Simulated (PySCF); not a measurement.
# Computed NMR parameters against published values

Atom-mapped SMILES (the numbers label the heavy atoms): `[O:1]=[C:2]([OH:3])[c:4]1[cH:5][cH:6][cH:7][s:8]1`. Each H is labelled by its parent atom.

Published estimates (parent shift plus substituent increments) and measurements: δ $^{1}$H H(C5) 7.76; H(C7) 7.60; H(C6) 7.04 ppm (estimated from measurements, as parent shift plus tabulated substituent increment; solution, not stated per compound (mostly CDCl3 or CCl4); Pretsch, Buehlmann, Badertscher, Structure Determination of Organic Compounds, 4th ed. (2009)).

Calculated, not measured (PySCF 2.14): geometry from PBE0-D3(BJ)/def2-TZVP, GIAO B97-2/pcSseg-2 shieldings. One computed conformer, non-relativistic, in vacuum.

**Question.** Set the calculated values beside the experiment.

**Answer.** 
Reference values: estimated from measurements, as parent shift plus tabulated substituent increment (solution, not stated per compound (mostly CDCl3 or CCl4); Pretsch, Buehlmann, Badertscher, Structure Determination of Organic Compounds, 4th ed. (2009)).
```
atoms   quantity  reference  computed  computed, scaled
H(C5)  δ $^{1}$H       7.76      8.31              7.94
H(C7)  δ $^{1}$H       7.60      7.64              7.31
H(C6)  δ $^{1}$H       7.04      7.35              7.03
```

Computed shifts are σ(ref) − σ with the named reference compound (TMS for H and C) calculated as an isolated molecule at the same level. The measured values may be among those fitted. Expected solution values come from regression of measured δ (H and C: mostly CDCl3, vs TMS) on computed σ: $^{1}$H (scatter 0.14 ppm rms, 0.16 ppm with the 4 outliers that the fit left out). A few per cent of atoms miss by over 2 rms, more outside the fitted compound classes. H not on carbon is unscaled (vs computed TMS).

**Question.** How far are the unscaled $^{1}$H shifts from the references?

**Answer.** Mean signed difference +0.30 ppm, mean absolute 0.30 ppm over 3 comparisons; the largest is +0.55 ppm at H(C5) (hydrogen on an aromatic CH).
